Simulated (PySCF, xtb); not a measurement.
1,1-dibromo-1-chloroethane (C2H3Br2Cl), SMILES CC(Cl)(Br)Br.

GFN2-xTB (xtb 6.7.1) at its own geometry gives an orbital gap of 3.99 eV and a dipole moment of 3.48 D.

Coordinates come from a B3LYP-D3(BJ)/def2-SVP optimisation.

Problem. What does r2SCAN/def2-TZVP in PySCF give? (Estimate from the structure and the level; the computed values follow.)

Solution. gap 4.55 eV (levels -7.14 and -2.59 eV), dipole 1.83 D.
